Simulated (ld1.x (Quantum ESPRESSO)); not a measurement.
u(r) = r·R(r): atom against pseudo-atom (osmium (Os))

Columns: radius, all-electron u(r) and pseudo u(r) of the 5p shell (level -58.92 eV) of osmium in the configuration [Kr] 4d10 4f14 5s2 5p6 5d6 6s1 6p0; PBE, scalar-relativistic, ultrasoft scheme, ld1.x (Quantum ESPRESSO) 7.5.

```tsv
r (bohr)	all-electron	pseudo
0.118	-0.3343	-0.0333
0.235	0.0944	-0.1275
0.353	0.5684	-0.2710
0.470	0.3298	-0.4423
0.588	-0.1772	-0.6213
0.705	-0.6236	-0.7827
0.822	-0.9141	-0.9092
0.940	-1.0546	-0.9887
1.058	-1.0804	-1.0147
1.175	-1.0324	-0.9902
1.292	-0.9437	-0.9249
1.410	-0.8355	-0.8311
1.528	-0.7235	-0.7241
1.645	-0.6173	-0.6179
1.763	-0.5195	-0.5195
1.880	-0.4337	-0.4337
1.998	-0.3589	-0.3589
2.115	-0.2958	-0.2958
2.232	-0.2425	-0.2425
2.350	-0.1977	-0.1977
2.468	-0.1607	-0.1607
2.585	-0.1304	-0.1304
2.702	-0.1056	-0.1056
2.820	-0.0852	-0.0852
2.938	-0.0685	-0.0685
3.055	-0.0552	-0.0552
```

(1) How many radial nodes do the two functions have?

(2) At about which radius was the pseudo-wave matched?

(3) Is the pseudo-wave norm-conserving?

## Answers

(1) The all-electron 5p function has n − l − 1 = 3 (the table is too coarse to show those close to the nucleus); the pseudo-wave has 0, since the states of the same l below it are removed with the core.

(2) 1.80 bohr, where the columns begin to agree (steps of 0.12 bohr).

(3) No, it belongs to an ultrasoft set: the norm inside the radius is not constrained, and the difference is carried by the augmentation charge.
